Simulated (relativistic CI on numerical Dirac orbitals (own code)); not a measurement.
Sb49+: computed level list

Calculated at this level of theory: Dirac-Coulomb-Breit CI, KLI orbitals optimised for each configuration, model QED, unscaled Slater integrals (own radial code, finite nucleus).

Configuration list: 1s2, 1s 2s, 1s 2p, 1s 3s, 1s 3p, 1s 3d, 1s 4s, 1s 4p, 1s 4d, 1s 4f, 1s 5s, 1s 5p, 1s 5d, 1s 5f, 1s 5g, 1s 6s, 1s 6p, 1s 6d, 2s2. Levels of other configurations are missing.

```tsv
No.	Configuration	Term	J	E (Ry)	%	Next component (%)	Lifetime (s)
1	1s2	1S	0	0.00	100		
2	1s 2s	3S	1	1964.49	100		4.83e-12
3	1s 2p	3P°	1	1969.79	71	29 1P°	4.26e-16
4	1s 2p	3P°	0	1970.04	100		6.87e-10
5	1s 2s	1S	0	1970.23	100		
6	1s 2p	3P°	2	1992.00	100		5.59e-13
7	1s 2p	1P°	1	1994.45	71	29 3P°	1.81e-16
8	1s 3s	3S	1	2334.85	100		1.84e-14
9	1s 3p	3P°	1	2336.30	71	29 1P°	1.30e-15
10	1s 3p	3P°	0	2336.36	100		6.50e-15
11	1s 3s	1S	0	2336.38	100		1.88e-14
12	1s 3p	3P°	2	2342.90	100		7.46e-15
13	1s 3d	3D	2	2343.49	60	40 1D	2.31e-15
14	1s 3d	3D	1	2343.58	100		2.35e-15
15	1s 3p	1P°	1	2343.60	71	29 3P°	6.02e-16
16	1s 3d	3D	3	2345.59	100		2.47e-15
17	1s 3d	1D	2	2345.68	60	40 3D	2.42e-15
18	1s 4s	3S	1	2462.91	100		2.71e-14
19	1s 4p	3P°	1	2463.51	71	29 1P°	2.96e-15
20	1s 4p	3P°	0	2463.53	100		1.12e-14
21	1s 4s	1S	0	2463.54	100		2.69e-14
22	1s 4p	3P°	2	2466.28	100		1.25e-14
23	1s 4d	3D	2	2466.53	61	39 1D	5.33e-15
24	1s 4d	3D	1	2466.57	100		5.43e-15
25	1s 4p	1P°	1	2466.57	71	29 3P°	1.41e-15
26	1s 4d	3D	3	2467.42	100		5.74e-15
27	1s 4f	3F°	3	2467.43	57	43 1F°	1.13e-14
28	1s 4f	3F°	2	2467.45	100		1.13e-14
29	1s 4d	1D	2	2467.46	61	39 3D	5.58e-15
30	1s 4f	3F°	4	2467.87	100		1.15e-14
31	1s 4f	1F°	3	2467.89	57	43 3F°	1.15e-14
32	1s 5s	3S	1	2521.66	100		4.31e-14
33	1s 5p	3P°	1	2521.95	71	29 1P°	5.66e-15
34	1s 5p	3P°	0	2521.97	100		1.91e-14
35	1s 5s	1S	0	2521.97	100		4.11e-14
36	1s 5p	3P°	2	2523.37	100		2.13e-14
37	1s 5d	3D	2	2523.50	61	39 1D	1.02e-14
38	1s 5d	3D	1	2523.51	100		1.04e-14
39	1s 5p	1P°	1	2523.52	71	29 3P°	2.74e-15
40	1s 5d	3D	3	2523.95	100		1.10e-14
41	1s 5f	3F°	3	2523.96	57	43 1F°	2.17e-14
42	1s 5f	3F°	2	2523.97	100		2.17e-14
43	1s 5d	1D	2	2523.97	61	39 3D	1.07e-14
44	1s 5f	3F°	4	2524.19	100		2.21e-14
45	1s 5g	3G	4	2524.19	55	45 1G	3.71e-14
```

Energies count from the lowest computed level; ° marks odd parity; lifetimes are radiative, by E1, M1, E2, M2 decay to levels of this space only; some are left blank where a channel outside the calculation adds to the decay or the decay crosses a small, uncertain gap.

The mean weight of the leading LS term, summed over parents, in these 45 levels is 86 %, and that of the leading jj configuration (from the same eigenvectors) 100 %, so jj coupling describes them better and the LS labels are nominal.

At this charge energies of transitions that change n are usually good to better than 1 %, and those within a shell (Δn = 0) to a few per cent.

LS names give the leading component of a level, which can be under half, so a name can repeat, a term be missing and a line seem to break the LS rules.
